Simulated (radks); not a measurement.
Question: The mean radii <r> (bohr) of the occupied orbitals of an atom or ion are listed with their occupations. All-electron calculation, Dirac Kohn-Sham, PBE, spin-unpolarised, spherical densities, finite nucleus; Fermi nuclear charge, rms radius of each element as measured or else 0.836 A^(1/3) + 0.57 fm. Program: a radial shooting solver on a logarithmic mesh with Libxc functionals.

orbital  occ.      <r>
1s1/2       2  0.02507
2s1/2       2   0.1070
2p1/2       2  0.08991
2p3/2       4  0.09601
3s1/2       2   0.2848
3p1/2       2   0.2747
3p3/2       4   0.2867
3d3/2       4   0.2577
3d5/2       6   0.2615
4s1/2       2   0.6542
4p1/2       2   0.6746
4p3/2       4   0.7016
4d3/2       4   0.7621
4d5/2       6   0.7717
5s1/2       2    1.558
5p1/2       2    1.750
5p3/2       4    1.831
6s1/2       2    4.430
5d3/2       1    2.969

Name the element and its charge. Open shells, if any, fill j = l - 1/2 first.

Answer: Z = 57, lanthanum, charge 0: La in [Xe] 5d1 6s2. The 1s radius gives Z: for a bare nucleus <r> = (2 gamma + 1)/(2Z) with gamma = sqrt(1 - (Z/c)^2), 0.02473 bohr for Z = 57, and screening makes it slightly larger (0.02507 here). The occupations add up to 57, and the charge is Z minus that.
